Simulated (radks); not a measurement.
Species: B-. Configuration: [He] 2s2 2p2. All-electron calculation, non-relativistic Kohn-Sham, PBE, spin-polarised, spherical densities, point nucleus; open shells are filled with parallel spins first; hard spherical wall at 1.5 bohr. Program: a radial shooting solver on a logarithmic mesh with Libxc functionals.

Radial electron density D(r) = 4 pi r^2 rho(r):

```
   r/bohr * D(r) (the largest magnitude, 6.21, reaches the edge; | marks zero)
  0.01003 |*
  0.01086 |*
  0.01177 |*
  0.01275 |*
  0.01381 | *
  0.01496 | *
   0.0162 | *
  0.01755 | *
  0.01886 |  *
  0.02043 |  *
  0.02214 |   *
  0.02398 |   *
  0.02598 |    *
  0.02814 |     *
  0.03048 |      *
  0.03302 |       *
  0.03577 |        *
  0.03875 |         *
  0.04198 |          *
  0.04548 |            *
  0.04927 |             *
  0.05337 |               *
  0.05781 |                 *
  0.06263 |                   *
   0.0673 |                     *
  0.07291 |                        *
  0.07898 |                          *
  0.08556 |                             *
  0.09269 |                                *
   0.1004 |                                   *
   0.1088 |                                      *
   0.1178 |                                        *
   0.1276 |                                           *
   0.1383 |                                             *
   0.1498 |                                                *
   0.1623 |                                                 *
   0.1758 |                                                   *
   0.1904 |                                                    *
   0.2063 |                                                    *
   0.2235 |                                                    *
   0.2401 |                                                   *
   0.2601 |                                                 *
   0.2818 |                                               *
   0.3053 |                                            *
   0.3307 |                                         *
   0.3582 |                                       *
   0.3881 |                                    *
   0.4204 |                                 *
   0.4554 |                                *
   0.4934 |                               *
   0.5344 |                                *
    0.579 |                                  *
   0.6272 |                                      *
   0.6794 |                                          *
    0.736 |                                               *
   0.7973 |                                                   *
   0.8568 |                                                      *
   0.9282 |                                                      *
    1.005 |                                                  *
    1.089 |                                          *
     1.18 |                             *
    1.278 |                *
    1.385 |    *
```

D(r) has 2 maxima, at r = 0.205, 0.892 bohr, and minima at 0.489 bohr, inside which lie 2.08 electrons.
